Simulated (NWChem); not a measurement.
System: SiH₂S, singlet; SMILES [SiH]S

NWChem input:

```
start job
memory heap 200 mb stack 900 mb global 1100 mb
geometry units angstroms noautosym nocenter noautoz
  Si     0.102644     1.169331     0.000000
  H     -1.442525     1.251138     0.000000
  S     -0.063485    -0.972778     0.000000
  H      1.273977    -1.255669     0.000000
end
basis spherical
  * library 6-31+g*
end
dft
  xc xpbe96 cpbe96
  iterations 150
end
property
  response 1 0.0
end
task dft property
```

Low-valent species are run as closed-shell singlets; no triplet was tried in these runs. Structure relaxed at the PBE-D3(BJ)/def2-SVP level.

Static field.

What results follow from this input? (PBE/6-31+G* (spherical d).) Quantities: isotropic polarisability (bohr³); anisotropy (bohr³).


```yaml
isotropic polarisability (bohr³): 50.0
anisotropy (bohr³): 33.9
```
